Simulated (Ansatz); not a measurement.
This geometry of CH7GeNOSi (12 atoms, charge 0, multiplicity 1) is a first-order saddle point.

Level of theory: RKS B3LYP-D4/def2-SVP in Ansatz 0.2.0.

```xyz
12
Properties=species:S:1:pos:R:3
C -1.785 0.034 0.919
Si -0.166 -0.843 0.493
N 1.320 0.052 0.598
Ge 1.242 -0.245 -1.254
O 1.149 1.249 -2.247
H -1.563 0.959 1.475
H -2.439 -0.602 1.536
H -2.340 0.317 0.011
H -0.192 -2.236 1.041
H 1.964 0.385 1.310
H 2.447 -0.965 -1.886
H 0.440 1.839 -1.961
```

(1) Which two structures does it join? (They come from a converged band through this point; their orientation in space is the band's.)

(2) How far does it lie above each of them?

## Answers

(1) No bond is made or broken. The dihedral H8–C1–Si2–Ge4 goes from -20 to 101°. The two ends are copies of one structure, up to a mirror image or an exchange of like atoms.

First end point:

```xyz
12
Properties=species:S:1:pos:R:3
C -1.603 0.199 1.181
Si 0.038 -0.618 0.765
N 1.378 0.372 0.275
Ge 1.052 -0.561 -1.323
O 0.596 0.475 -2.717
H -1.554 0.658 2.184
H -2.416 -0.546 1.194
H -1.855 0.987 0.455
H 0.285 -1.722 1.747
H 2.064 0.996 0.689
H 2.237 -1.354 -1.901
H -0.147 1.059 -2.516
```

Last end point:

```xyz
12
Properties=species:S:1:pos:R:3
C -1.819 0.017 0.835
Si -0.214 -0.865 0.411
N 1.296 -0.042 0.657
Ge 1.290 -0.171 -1.217
O 1.301 1.405 -2.077
H -1.807 1.062 0.491
H -1.973 0.017 1.929
H -2.678 -0.499 0.376
H -0.327 -2.296 0.838
H 1.918 0.208 1.421
H 2.495 -0.883 -1.855
H 0.594 1.991 -1.775
```

(2) 5.2 kJ/mol above the first and 5.2 kJ/mol above the second. This is the barrier of this one path; another mechanism may lie lower.

Time of the run: 120 s on 2 threads of Intel(R) Xeon(R) CPU @ 2.60GHz (Ice Lake), on a shared host, peak memory 0.36 GiB.
